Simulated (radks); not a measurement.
The numbers below are computed, except where a source is named.
Initial-state core-level shifts of the manganese ion Mn+ when its valence configuration changes from [Ar] 3d5 4s1. Level of theory: non-relativistic Kohn-Sham, SCAN, spin-unpolarised, spherical densities, point nucleus; meta-GGA in the generalised Kohn-Sham scheme (a radial shooting solver on a logarithmic mesh with Libxc functionals). Shifts are changes of the shell-averaged eigenvalues in eV (positive: less bound); the change of the density at the nucleus, which sets a Mossbauer isomer shift, is in e/bohr^3, on a base of 1.056e+04.

| valence | 2s | 2p | 3s | 3p | density at nucleus |
|---|---|---|---|---|---|
| 3d6 | +6.095 | +6.048 | +5.418 | +5.247 | -6.001 |
| 3d4 4s1 4p1 | -9.050 | -8.992 | -7.839 | -7.611 | +2.664 |
| 3d5 4p1 | -1.341 | -1.340 | -1.411 | -1.408 | -4.890 |
| 3d3 4s2 4p1 | -18.187 | -18.071 | -15.030 | -14.554 | +12.787 |
| 3d3.5 4s1.5 4p1 | -13.461 | -13.374 | -11.360 | -11.011 | +7.438 |
| 3d5 4s0.5 4p0.5 | -0.687 | -0.687 | -0.719 | -0.717 | -2.418 |
| 3d3 4s1 4p2 | -19.484 | -19.364 | -16.313 | -15.825 | +6.293 |
